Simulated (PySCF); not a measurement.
Compound: C7H11OP.
Atom-mapped SMILES: `[CH3:1][c:2]1[p:3][cH:4][o:5][c:6]1[CH:7]([CH3:8])[CH3:9]` (hydrogens: H10, H11, H12 on C1; H13 on C4; H14 on C7; H15, H16, H17 on C8; H18, H19, H20 on C9)

Cartesian coordinates in Å at the PBE0-D3(BJ)/def2-SVP level; atoms count from 1:
```xyz
20
C7H11OP angstrom
C      2.610   -1.594   -0.166
C      2.083   -0.228    0.156
P      3.087    1.251    0.273
C      1.658    2.111    0.632
O      0.540    1.373    0.667
C      0.773    0.069    0.401
C     -0.441   -0.807    0.420
C     -1.437   -0.389   -0.663
C     -1.088   -0.825    1.805
H      3.703   -1.580   -0.281
H      2.188   -1.983   -1.106
H      2.376   -2.320    0.629
H      1.497    3.168    0.843
H     -0.086   -1.824    0.190
H     -2.309   -1.062   -0.671
H     -1.798    0.635   -0.481
H     -0.976   -0.412   -1.661
H     -1.959   -1.497    1.819
H     -0.378   -1.165    2.574
H     -1.430    0.184    2.085
```

Computed with PySCF at PBE0/pcSseg-1, non-relativistic, on one gas-phase PBE0-D3(BJ)/def2-SVP geometry that isn't relaxed in the solvent. The solvent is an IEF-PCM continuum (cavity from Bondi-type radii × 1.2). Specific hydrogen bonds and non-electrostatic terms are outside this model.

Gas phase at PBE0/pcSseg-1: HOMO -6.53 eV, LUMO -0.66 eV, dipole 1.88 D.

Task: What does the continuum do to the energy, the frontier levels and the dipole at PBE0/pcSseg-1 in chloroform?

Result: 
```csv
solvent,ε,E(solvent) − E(gas) (kJ/mol),polarisation term (kJ/mol),distortion of the solute (kJ/mol),HOMO (eV),LUMO (eV),dipole (D)
chloroform,4.711,-8.82,-9.75,0.93,-6.57,-0.75,2.37
```

Polarisation term: ½ Σ q·V over the induced surface charges. Distortion: the rise of the solute's own energy as its density leaves the gas-phase optimum.

Task: Which radius a makes the point-dipole formula ΔE = −[(ε − 1)/(2ε + 1)]·μ²/a³ give the value in chloroform, with the gas-phase dipole?

Result: μ = 0.741 au and |ΔE| = 0.00336 Eh give a = 2.05 Å; the farthest nucleus lies 3.70 Å from the centroid of the nuclei, so such a sphere wouldn't even hold the nuclei. The formula assumes a rigid point dipole at the centre of a sphere.

Task: Give the dipole vector in the frame of the coordinates (D, pointing from negative to positive charge), gas and chloroform.

Result: Gas (-1.41, -1.25, -0.02), solvent (-1.75, -1.59, -0.04). Its length changes by +26 % and its direction by less than 1°.

Task: Which IAO charges (PBE0/pcSseg-1) respond most in chloroform (means over atoms taken as equivalent)?

Result: 
```
      atoms               environment  gas (e)  solvent (e)  change
         P3  phosphorus bonded to 2 C   +0.262       +0.236  -0.026
        H13         aromatic hydrogen   +0.173       +0.183  +0.010
        H14          methine hydrogen   +0.139       +0.145  +0.006
H10/H11/H12           methyl hydrogen   +0.149       +0.153  +0.004
         C1      benzylic-type carbon   -0.414       -0.418  -0.004
      C8/C9             methyl carbon   -0.408       -0.411  -0.003
         O5         furan-type oxygen   -0.217       -0.219  -0.002
   H15 (×6)           methyl hydrogen   +0.140       +0.141  +0.001
```
